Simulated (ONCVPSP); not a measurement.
Transferability test, ONCV potential for cadmium (Cd)

cadmium, optimised norm-conserving Vanderbilt (ONCV), made with ONCVPSP 4.0.1 (PBE, scalar-relativistic). Core [Ar] 3d10, reference 4s2 4p6 4d10 5s1 5p1. Waves: 4s+5s: rc 1.35 bohr, ncon 4, nbas 9, qcut 9.4 1/bohr, 2 projectors; 4p+5p: rc 1.60 bohr, ncon 3, nbas 6, qcut 9.4 1/bohr, 2 projectors; 4d: rc 1.90 bohr, ncon 3, nbas 8, qcut 6.6 1/bohr, 2 projectors, debl 3.9 Ha. Local part: polynomial inside 1.05 bohr (lpopt 5, dvloc0 0 Ha). Core correction: Teter function, fcfact 3.25, rcfact 1.25.

Energies are relative to the spin-unpolarised reference configuration 4s2 4p6 4d10 5s1 5p1; without spin polarisation the order of configurations can differ from experiment. Not all tests gave a result: 1 of 4 tests not solved or not reliable.

```csv
valence configuration,charge,ΔE all-electron (eV),error AE − PS (meV)
4s2 4p6 4d10 5s2 5p0,0,-4.666,+0.4
4s2 4p6 4d10 5s1 5p0,+1,4.607,-0.7
4s2 4p6 4d10 5s0 5p0,+2,21.733,-5.7
```
